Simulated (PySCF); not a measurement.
# Dipole moment and polarisability of `FC(F)(F)C(F)([SiH3])[SiH3]`

Species: C2H6F4Si2.
Cartesian coordinates in Å at the GFN2-xTB level; atoms count from 1:
```xyz
14
C2H6F4Si2 angstrom
F      0.0725    0.5313    1.9869
C     -0.0929    1.2064    0.8303
F     -1.2514    1.8751    0.9595
F      0.8704    2.1432    0.8105
C     -0.0542    0.2557   -0.3284
F     -0.2316    1.0314   -1.4872
Si     1.7111   -0.5141   -0.4513
Si    -1.5781   -0.9239   -0.2214
H      2.6619    0.5778   -0.6230
H      1.6490   -1.3662   -1.6348
H      1.9214   -1.2715    0.7787
H     -1.4687   -1.7591   -1.4133
H     -2.7816   -0.1007   -0.2429
H     -1.4284   -1.6860    1.0143
```

Level: PBE0/def2-SVPD (PySCF), static field, nuclei fixed, core orbitals frozen in the response. The polarisability tensor in these axes (au):

```
x   89.51  1.60 -1.40
y    1.60 78.26  2.36
z   -1.40  2.36 74.28
```

Q: Diagonalise the tensor; give its mean and Δα, where Δα² is half the sum of the squared differences of the eigenvalues.

A: Principal values 72.95, 79.28 and 89.81 au; mean 80.68 au = 11.96 Å³ = 13.30 × 10⁻⁴⁰ C²·m²/J; Δα = 14.75 au (18 % of the mean).

Q: What is the dipole moment, and where does it point?

A: (0.28, -2.42, -0.39) D, 2.46 D in size, pointing from the negative to the positive side. Measured along this direction, the outermost atoms are F4 and F3 at the negative end and H12 and H10 at the positive end.

Q: Estimate the molar refractivity from the static electronic polarisability.

A: Lorentz–Lorenz: R = (4π/3)N_A α = 2.5225 cm³/(mol·Å³) × 11.96 Å³ = 30.2 cm³/mol, in the limit of long wavelengths.

Q: What would n − 1 = 2πNα be for an ideal gas of these molecules at 273.15 K and 1 atm, electronic part alone?

A: N = p/kT = 2.6868 × 10¹⁹ cm⁻³, so n − 1 = 2π × N × 11.96 × 10⁻²⁴ cm³ = 2018 × 10⁻⁶ at long wavelengths.

Q: Find the Langevin capture rate constant for H3+ (3.023 u) meeting this molecule (161.994 u), k = 2.342 × 10⁻⁹ cm³/s × √(α in Å³ / reduced mass in u).

A: The reduced mass is 2.97 u, so k = 4.70 × 10⁻⁹ cm³/s. The formula leaves out the permanent dipole, which adds to the capture rate.

Q: Give the principal axes and the span of the nuclei along them.

A: Largest value along (0.99, 0.12, -0.07), where the nuclei span 5.50 Å; middle along (-0.08, 0.89, 0.44), 4.28 Å; least along (0.12, -0.43, 0.89), 3.36 Å. The response follows the extents in order.

Q: How large is μ²/3kT at 350 K beside α?

A: In Gaussian units μ²/3kT = 41.91 Å³ against 11.96 Å³, a ratio of 3.51; the Debye molar polarisation (4π/3)N_A(α + μ²/3kT) is 135.9 cm³/mol, leaving out the vibrational part.

Isolated species at its GFN2-xTB geometry, gas phase.

These values come from a run that also computed excited states. Time: 56 s of wall time; peak memory 0.93 GiB. Hardware: one thread, Arm Neoverse V1 (aarch64), no GPU, on a shared host.
